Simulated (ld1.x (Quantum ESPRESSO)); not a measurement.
# Varying the PAW potential for osmium (Os)

Base potential:

osmium, PAW, made with ld1.x (Quantum ESPRESSO) 7.5 (LDA (PZ), fully relativistic). Core [Kr] 4d10 4f14 5s2, reference 5p6 5d6 6s2 6p0. Waves: 6s (bound): rcut 2.05, rcutus 2.35 bohr; 6s channel at 3.15 Ry: rcut 2.05, rcutus 2.35 bohr; 5p (bound): rcut 1.80, rcutus 1.95 bohr; 6p (bound, empty): rcut 1.80, rcutus 1.95 bohr; 5d (bound): rcut 1.45, rcutus 1.55 bohr; 5d channel at 1.9 Ry: rcut 1.45, rcutus 1.55 bohr. Local part: all-electron potential smoothed inside 1.30 bohr (lloc = -1). Core correction: Bessel-smoothed model core, default radius (core density twice the valence density). Augmentation charge: PSQ, inside the norm-conserving radii.

Open shells are filled in proportion to 2j + 1 (rel_dist='average').

All-electron outer shells of the reference configuration (LDA (PZ), scalar-relativistic, ld1.x):

```json
{"shell": "5s", "level (eV)": "-91.84", "outermost node (bohr)": "0.51", "outermost maximum (bohr)": "0.91"}
{"shell": "4f", "level (eV)": "-52.30", "outermost node (bohr)": "–", "outermost maximum (bohr)": "0.40"}
{"shell": "5p", "level (eV)": "-51.05", "outermost node (bohr)": "0.55", "outermost maximum (bohr)": "1.03"}
{"shell": "5d", "level (eV)": "-6.46", "outermost node (bohr)": "0.60", "outermost maximum (bohr)": "1.36"}
{"shell": "6s", "level (eV)": "-6.39", "outermost node (bohr)": "1.20", "outermost maximum (bohr)": "2.48"}
{"shell": "6p", "level (eV)": "-1.40", "outermost node (bohr)": "1.43", "outermost maximum (bohr)": "3.51"}
```

Cutoffs, loose and tight: the cutoffs (Ry, on a coarse ladder) from which the occupation-weighted sum of valence levels, in a spherical-Bessel basis at the reference potential, stays within 10 and 1 mRy of its value at 400 Ry. They do not see the model core or the augmentation charge, which bear on the density cutoff. Test errors are all-electron minus pseudo excitation energies from the reference, over the configurations 5p6 5d6 6s1 6p0; 5p6 5d6 6s0 6p0; 5p6 5d5 6s0 6p0; 5p6 5d6 6s1 6p1; 5p6 5d6 6s0 6p1; 5p6 5d6 6s1.5 6p0; 5p5 5d6 6s2 6p0. A dash means not determined; rows that change the core or the reference have their own tests.

Cutoffs are not given where the Bessel-basis levels miss the radial ones by over 6 mRy, ghosts where they miss by over 20 mRy; a channel whose overlap is not positive is not tested.

| change | outcome | bound ghosts | largest test error (meV) |
| --- | --- | --- | --- |
| base | generated | not determined | -3.2 |
| wave 6s channel at 3.15 Ry: rcut 2.05, rcutus 2.35 bohr becomes 6s channel at -0.33 Ry: rcut 2.05, rcutus 2.35 bohr | generated | not determined | -3.3 |
| wave 6s channel at 3.15 Ry: rcut 2.05, rcutus 2.35 bohr becomes 6s channel at -0.25 Ry: rcut 2.05, rcutus 2.35 bohr | generated | not determined | -3.2 |
| wave 6s channel at 3.15 Ry: rcut 2.05, rcutus 2.35 bohr becomes 6s channel at -0.19 Ry: rcut 2.05, rcutus 2.35 bohr | generated | not determined | -3.1 |
| wave 6s channel at 3.15 Ry: rcut 2.05, rcutus 2.35 bohr becomes 6s channel at -0.04 Ry: rcut 2.05, rcutus 2.35 bohr | generated | not determined | -2.9 |
| wave 6s channel at 3.15 Ry: rcut 2.05, rcutus 2.35 bohr becomes 6s channel at 0.31 Ry: rcut 2.05, rcutus 2.35 bohr | generated | not determined | -2.9 |
| wave 6s channel at 3.15 Ry: rcut 2.05, rcutus 2.35 bohr becomes 6s channel at 0.79 Ry: rcut 2.05, rcutus 2.35 bohr | generated | not determined | -2.9 |
| wave 6s channel at 3.15 Ry: rcut 2.05, rcutus 2.35 bohr becomes 6s channel at 1.19 Ry: rcut 2.05, rcutus 2.35 bohr | generated | not determined | -2.9 |
| wave 6s channel at 3.15 Ry: rcut 2.05, rcutus 2.35 bohr becomes 6s channel at 1.95 Ry: rcut 2.05, rcutus 2.35 bohr | generated | not determined | -2.9 |
| wave 6s channel at 3.15 Ry: rcut 2.05, rcutus 2.35 bohr becomes 6s channel at 3.79 Ry: rcut 2.05, rcutus 2.35 bohr | generated | not determined | -4.9 |

Problem. What comes out with this change to the base: wave 6s channel at 3.15 Ry: rcut 2.05, rcutus 2.35 bohr becomes 6s channel at 6.52 Ry: rcut 2.05, rcutus 2.35 bohr?

Solution. outcome: generated; bound ghosts: not determined; largest test error (meV): -16.
